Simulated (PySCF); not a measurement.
**Structure from NMR data**

Molecular formula: C$_{6}$H$_{10}$Si$_{2}$. Simulated spectra:

1H NMR (400 MHz, computed): δ 7.85 (s, 4H), 4.55 (s, 6H).

13C{1H} NMR (computed): δ 140.6 (CH), 136.7 (C).

Fast rotation and ring inversion assumed for equivalent nuclei, non-relativistic Hamiltonian, one computed conformer, no solvent. GFN2-xTB geometry; shielding tensors at PBE0/pcSseg-1 (GIAO); PySCF 2.14.

Referencing at the same level of theory: 1H, 13C against TMS.

What is the structure?

## Answers


The formula gives 4 degrees of unsaturation (1 ring in the answer). 2 carbon signals for 6 carbons: some carbons are equivalent by symmetry or fast rotation. Carbon types of the structure: 2 × C, 4 × CH, leaving 6 H on heteroatoms. δC 140.6: aromatic CH. δC 136.7: substituted aromatic carbon. δH 7.85: hydrogen on an aromatic CH; ring-current deshielding. δH 4.55: hydrogen on a silicon bonded to C.

Structure: SMILES [SiH3]C1=CC=C([SiH3])C=C1.

This is the structure that produced the data.

Shifts are as computed. Against solution values, carbons near 30 ppm lie about +3 ppm off and those near 130 ppm about +5 ppm. Of 1211 compounds with measured shifts, 218 miss one by over three times the rms of a fit or turn the order of signals round; such compounds aren't used in these exercises. No couplings were computed; multiplicities are counted from neighbouring protons, with m where these are inequivalent, close in shift, in a saturated or five-membered ring or joined by F or P, and br s for small geminal =CH2 splittings.
